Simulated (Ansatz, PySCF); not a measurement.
System: CH3Se, net charge 0, doublet state. SMILES: [Se]C
Geometry: optimised at B3LYP-D3(BJ)/def2-TZVP (Ansatz, an electronic-structure program).

Unscaled harmonic wavenumbers (cm⁻¹) in rising order, each level at the stationary point that it reaches from this structure (no distance between atoms moves by over 0.3 Å); the order of modes can differ between levels, and a negative number is imaginary. B3LYP-D3(BJ)/def2-TZVP (PySCF, at the structure above): 523, 589, 826, 1299, 1371, 1468, 3040, 3118, 3132.

HF/3-21G (Ansatz): 516, 616, 959, 1483, 1565, 1640, 3226, 3296, 3307. Zero-point energy 23.7 against 22.0 kcal/mol; where all levels lie over 400 cm⁻¹, the wavenumbers are on average 1.085 times those of B3LYP-D3(BJ)/def2-TZVP.

HF/6-31G* with LANL2DZ past Ar (Ansatz): 536, 581, 944, 1448, 1545, 1615, 3248, 3339, 3343. Zero-point energy 23.7 against 22.0 kcal/mol; where all levels lie over 400 cm⁻¹, the wavenumbers are on average 1.078 times those of B3LYP-D3(BJ)/def2-TZVP.

B3LYP/6-31G* with LANL2DZ past Ar (Ansatz): 490, 548, 856, 1329, 1401, 1496, 3076, 3163, 3171. Zero-point energy 22.2 against 22.0 kcal/mol; where all levels lie over 400 cm⁻¹, the wavenumbers are on average 1.001 times those of B3LYP-D3(BJ)/def2-TZVP.
